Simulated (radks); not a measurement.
Ag2+, configuration [Kr] 4d9.

Calculated with a radial shooting solver on a logarithmic mesh with Libxc functionals: Dirac Kohn-Sham, BLYP, spin-unpolarised, spherical densities, point nucleus; open shells are shared between the two j in proportion to 2j + 1.

Energy parts (eV):
total: -144675.471
kinetic: 151419.679
electron-nucleus: -349842.748
Hartree: 57811.856
exchange-correlation: -4064.258

Orbitals (lengths in bohr, moments of r in powers of bohr; <r^-3> diverges for s and p1/2):
| orbital | occ. | eigenvalue (eV) | <r^-3> | <r^2> |
|---|---|---|---|---|
| 1s1/2 | 2 | -25342.63 | - | 0.001308 |
| 2s1/2 | 2 | -3749.816 | - | 0.02140 |
| 2p1/2 | 2 | -3486.594 | - | 0.01599 |
| 2p3/2 | 4 | -3311.172 | 3496 | 0.01732 |
| 3s1/2 | 2 | -705.7718 | - | 0.1554 |
| 3p1/2 | 2 | -601.0779 | - | 0.1508 |
| 3p3/2 | 4 | -570.1250 | 627.3 | 0.1599 |
| 3d3/2 | 4 | -384.6896 | 96.39 | 0.1409 |
| 3d5/2 | 6 | -378.4552 | 90.73 | 0.1437 |
| 4s1/2 | 2 | -117.4411 | - | 0.9367 |
| 4p1/2 | 2 | -84.3836 | - | 1.086 |
| 4p3/2 | 4 | -79.2178 | 104.6 | 1.156 |
| 4d3/2 | 3.6 | -29.1653 | 9.835 | 2.041 |
| 4d5/2 | 5.4 | -28.5475 | 9.139 | 2.095 |

The highest occupied level is 4d5/2 at -28.547 eV. For comparison, the ionisation energy in NIST's Atomic Spectra Database is 34.8 eV (semi-empirical). In exact Kohn-Sham theory the highest level is minus the ionisation energy, but local and semilocal functionals leave it too shallow, through self-interaction and a potential that decays too fast; potentials with the right tail come closer. Summed over all electrons, <r^2> = 30.15 bohr^2, which gives a Langevin (diamagnetic) susceptibility term of -23.9 x 10^-6 cm^3/mol.

Beside tabulated values, note that spin-unpolarised runs miss the spin-polarisation part of the exchange energy of open shells.
